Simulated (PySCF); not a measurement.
Level of theory: PySCF with PBE-D3(BJ)/def2-TZVP // BP86-D3(BJ)/def2-SVP. All species are isolated molecules in the gas phase. One relaxed conformer stands for a flexible species; it need not be the lowest. 

Reference species: [W(F)6] (neutral, multiplicity 1).

| Property | Result |
|---|---|
| mean distance from the central atom to its bonded neighbours | 1.862 Å |
| HOMO–LUMO gap | 5.23 eV |
| LUMO | -5.42 eV |

Changed species: [W(F)3(NH2)3] (3 of 6 F replaced by NH2; the reference has 0 of 6 F replaced by NH2).

**Question.** Predict the effect on the mean distance from the central atom to its bonded neighbours, HOMO–LUMO gap and LUMO.

**Answer.** the mean distance from the central atom to its bonded neighbours goes up by 0.081 Å, to 1.943 Å; the HOMO–LUMO gap falls by 1.56 eV, to 3.67 eV; the LUMO rises by 2.12 eV, to -3.30 eV.
